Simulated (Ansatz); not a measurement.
Ansatz results at the PBE0-D4/def2-TZVP geometry: size of the dipole moment (PBE/def2-TZVPP) 0.84 D; size of the dipole moment (B3LYP/def2-TZVPP) 0.90 D; HOMO energy (B3LYP/def2-TZVPP) -9.42 eV.

Each molecule was computed in one conformer, which needn't be the lowest.

(1) Which molecule gave them?
A. `O[SiH](O)C[SiH](Cl)Cl`
B. `O[Si@H](F)[Si@H](O)F`
C. `[F][GeH2][CH2][GeH3]`
D. `F[SiH2]O[SiH](F)F`

Answers

(1) D. The others give `O[Si@H](F)[Si@H](O)F`: 1.97, 1.92, -7.87; `[F][GeH2][CH2][GeH3]`: 1.91, 2.04, -8.59; `O[SiH](O)C[SiH](Cl)Cl`: 1.48, 1.56, -8.38.

B3LYP here is the variant with VWN-RPA as its local correlation; programs differ in this.
